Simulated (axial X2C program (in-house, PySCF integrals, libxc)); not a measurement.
**Spin–orbit effects down a group: molecules with Na (ions), HF**

Calculated with an in-house all-electron X2C program for linear molecules (integrals from PySCF), spin-free (one-electron X2C) or two-component (2c: spin–orbit coupling with atomic mean-field Coulomb and Gaunt terms, which also bring small scalar terms), in Dyall basis sets with cores contracted in-house; open shells are unrestricted.

Basis sets: Al dyall-v3z, B dyall-v3z, Ga dyall-cv3z, In dyall-cv3z, Na dyall-cv3z, Tl dyall-cv3z.

```tsv
molecule	spin-free state	Re (Å)	ωe (cm⁻¹)	De (eV)	2c state	Re 2c (Å)	ωe 2c (cm⁻¹)	De 2c (eV)
NaB⁺	M_S = 1/2, Λ = 0	2.875	211.4	0.55	Ω = 1/2	2.876	211.4	0.55
NaAl⁺	M_S = 1/2, Λ = 0	3.427	135.7	0.87	Ω = 1/2	3.427	135.7	0.87
NaGa⁺	M_S = 1/2, Λ = 0	3.434	110.7	0.87	Ω = 1/2	3.434	110.6	n/a
NaIn⁺	M_S = 1/2, Λ = 0	3.589	100.9	0.96	Ω = 1/2	3.578	100.9	n/a
NaTl⁺	M_S = 1/2, Λ = 0	3.677	90.6	1.01	Ω = 1/2	3.539	91.4	0.55
```

Fragments in 2c: Na+ + B, Al + Na+, Ga + Na+, In + Na+, Tl + Na+. Each entry is the lowest single determinant of a limited PBE0 search at one distance. De goes to single-determinant-based atoms at the same level (for ions the charge split of lowest energy) and is withheld (n/a) where an atom does not fit its ground term or J level. Main or longest-lived isotopes. Some light 2c atoms are not at their ground J level, so De misses part of their lowering (0.04 eV or less).
